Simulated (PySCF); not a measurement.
C$_{6}$H$_{15}$N, triplet, geometry from GFN2-xTB of the parent state (a higher spin typed on purpose: for a closed-shell molecule this is an excited state); PySCF with DF-B3LYP/def2-SV(P).

Input for PySCF:
```python
from pyscf import gto, scf, dft

mol = gto.M(
    atom='''
C    -1.65734729    1.96293200   -0.08726551
C    -0.58248885    1.15358805   -0.80450976
N     0.23592547    0.36494374    0.10301469
C    -0.50408012   -0.59603970    0.90204749
C    -1.19431138   -1.73832383    0.14501123
C     1.39296132   -0.18535539   -0.58531764
C     2.41612174   -0.79803091    0.36471871
H    -1.22489425    2.47232377    0.76976579
H    -2.06324031    2.70711693   -0.76848101
H    -2.47666120    1.33453075    0.25169408
H    -1.04989212    0.53526331   -1.59167111
H     0.09442522    1.85333510   -1.30480418
H     0.19226591   -1.01977462    1.62811825
H    -1.25382218   -0.03962832    1.46766311
H    -0.47019606   -2.34008150   -0.39900618
H    -1.92648327   -1.35302233   -0.56059299
H    -1.70911395   -2.38175945    0.85417407
H     1.10990088   -0.92862616   -1.35202467
H     1.86994548    0.64990246   -1.10779590
H     2.08029684   -1.75413693    0.75732531
H     3.35000295   -0.96193364   -0.16783802
H     2.60085512   -0.12073685    1.19426353
''',
    basis='def2-sv(p)',
    spin=2,
    verbose=4,
)

mf = dft.UKS(mol)
mf.xc = 'b3lyp'
mf = mf.density_fit(auxbasis='def2-universal-jkfit')
mf.kernel()
mf.analyze()
```

Problem. Predict the main parts of the log of this PySCF run.

Solution. 
```
PySCF version 2.14.0

[INPUT] verbose = 4
[INPUT] num. atoms = 22
[INPUT] num. electrons = 58
[INPUT] charge = 0
[INPUT] spin (= nelec alpha-beta = 2S) = 2
[INPUT] symmetry False subgroup None
[INPUT] Mole.unit = angstrom
[INPUT] Symbol           X                Y                Z      unit          X                Y                Z       unit  Magmom
[...]
nuclear repulsion = 341.017472723266
number of shells = 72
number of NR pGTOs = 228
number of NR cGTOs = 128
basis = def2-sv(p)
ecp = {}

******** <class 'pyscf.df.df_jk.DFUKS'> ********
method = DFUKS
initial guess = minao
damping factor = 0
level_shift factor = 0
DIIS = <class 'pyscf.scf.diis.CDIIS'>
diis_start_cycle = 1
diis_space = 8
diis_damp = 0
SCF conv_tol = 1e-09
SCF conv_tol_grad = None
SCF max_cycles = 50
direct_scf = False
number electrons alpha = 30  beta = 28
XC library pyscf.dft.libxc version 7.1.2
    S. Lehtola, C. Steigemann, M. J. T. Oliveira, and M. A. L. Marques,  SoftwareX 7, 1–5 (2018)
XC functionals = b3lyp
    P. J. Stephens, F. J. Devlin, C. F. Chabalowski, and M. J. Frisch,  J. Phys. Chem. 98, 11623 (1994)
radial grids:
    Treutler-Ahlrichs [JCP 102, 346 (1995); DOI:10.1063/1.469408] (M4) radial grids

becke partition: Becke, JCP 88, 2547 (1988); DOI:10.1063/1.454033
pruning grids: <function nwchem_prune>
grids dens level: 3
symmetrized grids: False
atomic radii adjust function: <function treutler_atomic_radii_adjust>
small_rho_cutoff = 0
Set gradient conv threshold to 3.16228e-05
tot grids = 245736
******** <class 'pyscf.df.df.DF'> ********
auxbasis = def2-universal-jkfit
init E= -292.564402734475

cycle= 1 E= -291.857068382917  delta_E= 0.707  |g|= 0.398  |ddm|= 7.23

cycle= 2 E= -291.743976518828  delta_E= 0.113  |g|= 0.634  |ddm|= 3.07

cycle= 3 E= -291.93402278781  delta_E= -0.19  |g|=  0.1  |ddm|= 2.14

cycle= 4 E= -291.938810983321  delta_E= -0.00479  |g|= 0.028  |ddm|= 0.703

cycle= 5 E= -291.93932593158  delta_E= -0.000515  |g|= 0.0076  |ddm|= 0.157

cycle= 6 E= -291.939365345155  delta_E= -3.94e-05  |g|= 0.00388  |ddm|= 0.0965

cycle= 7 E= -291.939374485939  delta_E= -9.14e-06  |g|= 0.00136  |ddm|= 0.0142

cycle= 8 E= -291.939376283021  delta_E= -1.8e-06  |g|= 0.000564  |ddm|= 0.037

cycle= 9 E= -291.939376487931  delta_E= -2.05e-07  |g|= 0.000129  |ddm|= 0.00223

cycle= 10 E= -291.939376504097  delta_E= -1.62e-08  |g|= 8.79e-05  |ddm|= 0.0038

cycle= 11 E= -291.939376509676  delta_E= -5.58e-09  |g|= 2.31e-05  |ddm|= 0.00115

cycle= 12 E= -291.939376510342  delta_E= -6.66e-10  |g|= 9.39e-06  |ddm|= 0.000693

Extra cycle  E= -291.939376510365  delta_E= -2.32e-11  |g|= 1.08e-05  |ddm|= 0.000128
converged SCF energy = -291.939376510365  <S^2> = 2.0040332  2S+1 = 3.0026876
**** SCF Summaries ****
Total Energy =                        -291.939376510364696
Nuclear Repulsion Energy =             341.017472723265996
One-electron Energy =                -1065.525990425529699
Two-electron Energy =                  432.569141191899064
Two-electron Coulomb Energy =          477.553381596294798
DFT Exchange-Correlation Energy =      -44.984240404395734
**** MO energy ****
                             alpha | beta                alpha | beta
[...]
To work with the spin densities directly, `use mulliken_meta_spin()` only printing them here.

 ** Mulliken spin pop alpha/beta on meta-lowdin orthogonal AOs **
 ** Mulliken Spin Density (per AO)  **
spin_pop of  0 C 1s        0.00000
spin_pop of  0 C 2s        0.02363
spin_pop of  0 C 3s        0.00135
spin_pop of  0 C 2px       0.01109
spin_pop of  0 C 2py       0.00116
spin_pop of  0 C 2pz       0.00331
spin_pop of  0 C 3px       0.00063
spin_pop of  0 C 3py       0.00009
spin_pop of  0 C 3pz       0.00056
spin_pop of  0 C 3dxy      0.00002
spin_pop of  0 C 3dyz     -0.00001
spin_pop of  0 C 3dz^2     0.00006
spin_pop of  0 C 3dxz      0.00003
spin_pop of  0 C 3dx2-y2    0.00001
spin_pop of  1 C 1s       -0.00000
spin_pop of  1 C 2s        0.02207
spin_pop of  1 C 3s        0.00161
[...]
spin_pop of  6 C 1s        0.00000
spin_pop of  6 C 2s        0.02365
spin_pop of  6 C 3s        0.00135
spin_pop of  6 C 2px       0.00345
spin_pop of  6 C 2py       0.00615
spin_pop of  6 C 2pz       0.00597
spin_pop of  6 C 3px       0.00020
spin_pop of  6 C 3py       0.00032
spin_pop of  6 C 3pz       0.00076
spin_pop of  6 C 3dxy     -0.00000
spin_pop of  6 C 3dyz      0.00003
spin_pop of  6 C 3dz^2     0.00007
spin_pop of  6 C 3dxz     -0.00001
spin_pop of  6 C 3dx2-y2    0.00002
spin_pop of  7 H 1s        0.00496
spin_pop of  7 H 2s        0.00853
spin_pop of  8 H 1s        0.01716
spin_pop of  8 H 2s        0.01073
spin_pop of  9 H 1s        0.01368
spin_pop of  9 H 2s        0.02047
spin_pop of  10 H 1s        0.10250
spin_pop of  10 H 2s        0.03790
spin_pop of  11 H 1s        0.05029
spin_pop of  11 H 2s        0.03772
spin_pop of  12 H 1s        0.02978
spin_pop of  12 H 2s        0.01600
spin_pop of  13 H 1s        0.02978
spin_pop of  13 H 2s        0.01600
spin_pop of  14 H 1s        0.02352
spin_pop of  14 H 2s        0.03416
spin_pop of  15 H 1s        0.02349
spin_pop of  15 H 2s        0.03409
spin_pop of  16 H 1s        0.02983
spin_pop of  16 H 2s        0.02023
spin_pop of  17 H 1s        0.10255
spin_pop of  17 H 2s        0.03795
spin_pop of  18 H 1s        0.05031
spin_pop of  18 H 2s        0.03773
spin_pop of  19 H 1s        0.01371
spin_pop of  19 H 2s        0.02052
spin_pop of  20 H 1s        0.01717
spin_pop of  20 H 2s        0.01074
spin_pop of  21 H 1s        0.00497
spin_pop of  21 H 2s        0.00853
 ** Mulliken Spin Density (per atom)  **
spin density of  0 C =      0.04192
spin density of  1 C =      0.05210
spin density of  2 N =      0.77317
spin density of  3 C =      0.02118
spin density of  4 C =      0.15252
spin density of  5 C =      0.05216
spin density of  6 C =      0.04196
spin density of  7 H =      0.01350
spin density of  8 H =      0.02790
spin density of  9 H =      0.03415
spin density of  10 H =      0.14040
spin density of  11 H =      0.08801
spin density of  12 H =      0.04578
spin density of  13 H =      0.04577
spin density of  14 H =      0.05768
spin density of  15 H =      0.05758
spin density of  16 H =      0.05006
spin density of  17 H =      0.14050
spin density of  18 H =      0.08804
spin density of  19 H =      0.03422
spin density of  20 H =      0.02791
spin density of  21 H =      0.01350
 ** Mulliken pop alpha/beta on meta-lowdin orthogonal AOs **
 ** Mulliken pop       alpha | beta **
In total            30.00000 | 28.00000
 ** Mulliken atomic charges   ( Nelec_alpha | Nelec_beta ) **
charge of  0C =     -0.28608  (     3.16400      3.12208 )
charge of  1C =     -0.09704  (     3.07457      3.02247 )
charge of  2N =      0.14045  (     3.81636      3.04319 )
charge of  3C =     -0.08711  (     3.05414      3.03297 )
charge of  4C =     -0.28845  (     3.22049      3.06797 )
charge of  5C =     -0.09710  (     3.07463      3.02247 )
charge of  6C =     -0.28609  (     3.16402      3.12206 )
charge of  7H =      0.08257  (     0.46546      0.45197 )
charge of  8H =      0.08214  (     0.47288      0.44498 )
charge of  9H =      0.06347  (     0.48534      0.45119 )
charge of  10H =      0.06928  (     0.53556      0.39516 )
charge of  11H =      0.04016  (     0.52393      0.43591 )
charge of  12H =      0.08272  (     0.48153      0.43575 )
charge of  13H =      0.08271  (     0.48153      0.43576 )
charge of  14H =      0.04560  (     0.50604      0.44836 )
charge of  15H =      0.04567  (     0.50596      0.44837 )
charge of  16H =      0.06967  (     0.49020      0.44014 )
charge of  17H =      0.06921  (     0.53564      0.39515 )
charge of  18H =      0.04014  (     0.52395      0.43591 )
charge of  19H =      0.06341  (     0.48540      0.45118 )
charge of  20H =      0.08213  (     0.47289      0.44498 )
charge of  21H =      0.08256  (     0.46547      0.45197 )
Dipole moment(X, Y, Z, Debye):  0.34569,  0.66439,  0.91070
```
